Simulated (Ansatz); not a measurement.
GaH₂Br. Total charge 0; singlet. Geometry PBE-D4/def2-TZVP.

```xyz
4

Ga   -0.1245   -0.1418    0.1586
H     0.5130   -1.5451    0.4346
H    -1.4316    0.4988    0.7356
Br    1.0431    1.1881   -1.3287
```

HSE06 is defined as in plane-wave codes, on full-range PBE exchange.

Estimate the orbital energies around the gap (eV) in Ansatz with PBE-D4/def2-SVP, revPBE-D4/def2-TZVP, r2SCAN-D4/def2-TZVP, B97M-V/def2-TZVP, HSE06-D4/def2-TZVP.


```csv
orbital,PBE-D4/def2-SVP,revPBE-D4/def2-TZVP,r2SCAN-D4/def2-TZVP,B97M-V/def2-TZVP,HSE06-D4/def2-TZVP
HOMO−13,-67.20,-67.22,-68.51,-69.05,-71.88
HOMO−12,-67.08,-67.12,-68.42,-68.95,-71.78
HOMO−11,-67.08,-67.12,-68.41,-68.94,-71.78
HOMO−10,-20.95,-20.81,-21.53,-21.95,-23.89
HOMO−9,-20.79,-20.65,-21.36,-21.79,-23.77
HOMO−8,-20.71,-20.56,-21.29,-21.70,-23.66
HOMO−7,-20.69,-20.55,-21.26,-21.70,-23.63
HOMO−6,-20.63,-20.47,-21.18,-21.61,-23.57
HOMO−5,-18.64,-18.64,-19.46,-19.65,-20.59
HOMO−4,-11.48,-11.47,-11.93,-11.89,-12.59
HOMO−3,-8.24,-8.29,-8.70,-8.71,-9.25
HOMO−2,-8.13,-8.13,-8.54,-8.58,-9.00
HOMO−1,-7.22,-7.28,-7.66,-7.72,-8.16
HOMO,-6.67,-6.76,-7.13,-7.22,-7.66
LUMO,-2.63,-2.59,-2.44,-2.66,-2.30
LUMO+1,-0.93,-1.05,-0.80,-0.97,-0.60
LUMO+2,0.41,0.27,0.67,0.34,0.57
LUMO+3,1.86,2.26,2.71,2.39,2.57
LUMO+4,2.52,2.88,3.42,3.02,3.19
LUMO+5,5.27,3.55,3.97,3.65,3.79
```
